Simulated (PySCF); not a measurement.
Cl2I, SMILES Cl[I-]Cl, charge -1. Coordinates come from a PBE-D3(BJ)/def2-SVPD optimisation. The def2 effective core potentials stand for the cores of I; spin–orbit coupling is left out.

Level of theory: PBE-D3(BJ)/def2-SVPD in PySCF.

Harmonic wavenumbers (cm⁻¹): 97, 97, 232, 234. Rotational constants (GHz): 1.033 (linear); symmetry number 2.

Question: Work out the zero-point energy and the ideal-gas rigid-rotor harmonic-oscillator thermochemistry at 298.15 K and 1 atm.

Answer: ZPE = ½ Σ hcν = ½ × 660 cm⁻¹ = 3.95 kJ/mol. H − E(el) = 19.19 kJ/mol. Entropy in J/(mol K): translation 174.69, rotation 74.90, vibration 44.95, total 294.54. G − E(el) = -68.62 kJ/mol. Cp = 60.41 J/(mol K). Modes under 150 cm⁻¹ make the vibrational entropy uncertain.
